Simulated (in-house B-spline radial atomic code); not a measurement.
## Response and correlation of the neodymium ion Nd¹²⁺

Closed shell [Kr] 4d10 5s2. Computed with a B-spline radial code for spherical atoms: Dirac-Hartree-Fock, relativistic RPA (time-dependent Dirac-Hartree-Fock) for the response and second-order many-body perturbation theory for correlation, no-pair Dirac-Coulomb Hamiltonian, finite nucleus.

Command:
```bash
python run_mb.py task.json out
```
Settings (nuclear radius in fm, box in bohr, cutoff in hartree):
```
basis_form          2
Z                   60
core_configuration  [Kr] 4d10 5s2
rms_radius          4.9123
mass_number         142
speed_of_light      137.036
box_radius          5.782
lmax                7
intervals           60
virtual_cutoff      90000.0
```

Run time, properties included: 12 s on 1 thread of Intel(R) Xeon(R) Platinum 8488C (shared host).

```tsv
multipole (bohr³, bohr⁵, bohr⁷)	uncoupled	coupled RPA
dipole	1.8247	1.7526
quadrupole	1.1333	1.2851
octupole	2.1122	?
```

(1) What is the coupled octupole polarisability?

(2) Which subshells carry the dipole polarisability?

(3) What does the dipole shielding factor come to?

Dipole polarisability at imaginary frequency:

```json
{"u (Eh)": "0", "α(iu) (bohr³)": "1.753"}
{"u (Eh)": "0.937", "α(iu) (bohr³)": "1.114"}
{"u (Eh)": "2.34", "α(iu) (bohr³)": "0.5378"}
{"u (Eh)": "4.69", "α(iu) (bohr³)": "0.2834"}
{"u (Eh)": "7.03", "α(iu) (bohr³)": "0.1808"}
{"u (Eh)": "9.37", "α(iu) (bohr³)": "0.1252"}
{"u (Eh)": "14.1", "α(iu) (bohr³)": "0.07066"}
{"u (Eh)": "18.7", "α(iu) (bohr³)": "0.04667"}
{"u (Eh)": "23.4", "α(iu) (bohr³)": "0.03339"}
{"u (Eh)": "32.8", "α(iu) (bohr³)": "0.02005"}
{"u (Eh)": "46.9", "α(iu) (bohr³)": "0.01154"}
{"u (Eh)": "70.3", "α(iu) (bohr³)": "0.006015"}
{"u (Eh)": "93.7", "α(iu) (bohr³)": "0.003704"}
{"u (Eh)": "141", "α(iu) (bohr³)": "0.001799"}
{"u (Eh)": "234", "α(iu) (bohr³)": "0.0007033"}
{"u (Eh)": "469", "α(iu) (bohr³)": "0.000184"}
```

(4) What dispersion coefficients follow for two such ions (the dispersion part alone)?

Lowest J = 1 odd-parity excitations:

```csv
energy (eV),oscillator strength,leading channel,weight
18.578,0.0651,5s1/2 → p1/2,0.891
29.437,1.47,5s1/2 → p3/2,0.867
104.86,0.1,5s1/2 → p1/2,0.987
107.62,0.201,5s1/2 → p3/2,0.984
117.69,0.00279,4d5/2 → f5/2,0.689
124.67,0.0273,4d3/2 → f5/2,0.447
142.85,0.0173,4d3/2 → p1/2,0.728
144.85,1.04,4d5/2 → p3/2,0.726
```

Second-order correlation energy by the highest angular momentum of the excited pair (hartree): s -0.02543, p -0.2593, d -0.6496, f -1.302, g -0.4004, h -0.1765, i -0.08053, k -0.04123.

(5) What is the second-order correlation energy at the partial-wave limit?

Answers

(1) 3.2623 atomic units, +54 % against the uncoupled value.

(2) 5s1/2 93.5 %, 4d5/2 3.9 %, 4d3/2 2.5 %.

(3) The dipole shielding factor is 0.800, against the exact N/Z = 48/60 = 0.800 of the non-relativistic theorem.

(4) C6 = (3/π)∫α(iu)²du = 3.412 hartree·bohr⁶ and C8 = 16.88 hartree·bohr⁸.

(5) The listed waves sum to -2.9346 hartree; extrapolating the increments as (l + 1/2)⁻⁴ gives -3.0189 hartree, -1.71 eV per electron.
